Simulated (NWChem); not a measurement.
System: GeH$_{3}$TeCl; SMILES Cl[Te][GeH3]

Program: NWChem. Geometry: optimised at PBE-D3(BJ)/def2-SVP. def2 effective core potentials on Te; no spin-orbit coupling. B3LYP is NWChem's, with the RPA form of VWN correlation. Total energies compare along this basis series because the functional is fixed.

```tsv
level	basis functions	energy (Ha)	highest occupied level (eV)	orbital gap (eV)	dipole (D)
B3LYP/def2-SVP	91	-2806.7883	[?]	3.34	2.31
B3LYP/def2-SVPD	124	-2806.8018	-6.36	3.20	2.47
B3LYP/def2-TZVP	153	-2807.2284	-6.33	3.34	2.35
B3LYP/def2-TZVPP	182	-2807.2293	-6.33	3.34	2.34
```

Problem. Complete the blanks.

Solution. 
- B3LYP/def2-SVP, highest occupied level (eV): -6.16
